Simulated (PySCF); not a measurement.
C7H9N3.
Atom-mapped SMILES: `[CH3:1][CH2:2][CH2:3][n:4]1[cH:5][cH:6][c:7]([C:8]#[N:9])[n:10]1`

Definitions: NICS(0) = −σiso at the ring centroid; NICS(1) = −σiso and NICS(1)zz = −σzz at ±1 Å along the ring normal z. Level: GIAO PBE0/pcSseg-1 (PySCF, non-relativistic, gas phase) on the GFN2-xTB geometry, one conformer.

Ring bond lengths (Å), with Mayer bond orders in brackets: N4–C5 1.350 (1.13), C5–C6 1.373 (1.49), C6–C7 1.413 (1.24), C7–N10 1.331 (1.42), N10–N4 1.318 (1.24).

Problem. What do the NICS probes read (ppm)?

Solution. 
```json
{"ring": "N4–C5–C6–C7–N10", "type": "5-membered ring with 2 N; formal bonds all aromatic", "NICS(0)": "-14.0", "NICS(1), two faces": "-12.0 / -12.1", "NICS(1)zz, two faces": "-29.6 / -31.0", "rms pucker (Å)": "0.00", "centre to ring atoms, mean (Å)": "1.15"}
```

Problem. What do they say, and how far can they be read as aromaticity?

Solution. 
- N4–C5–C6–C7–N10: mean NICS(1)zz -30.3 ppm, shielded. The ring is flat and has no four-coordinate atom; by the NICS criterion it is aromatic.

Problem. And the bond-length index? Use HOMA with the parameters of Krygowski (1993).

Solution. 
- N4–C5–C6–C7–N10: HOMA 0.95; the largest term is that of C6–C7, α(R − Ropt)² = 0.16. The geometric and the magnetic index point the same way.

The run took about 1.9 min of CPU time (one thread, shared machine). This is the whole shielding run at PBE0/pcSseg-1, SCF included.

Conformer computed: `[CH3:1][CH2:2][CH2:3][n:4]1[cH:5][cH:6][c:7]([C:8]#[N:9])[n:10]1`: C1–C2–C3–N4 -65°, C2–C3–N4–C5 94°.
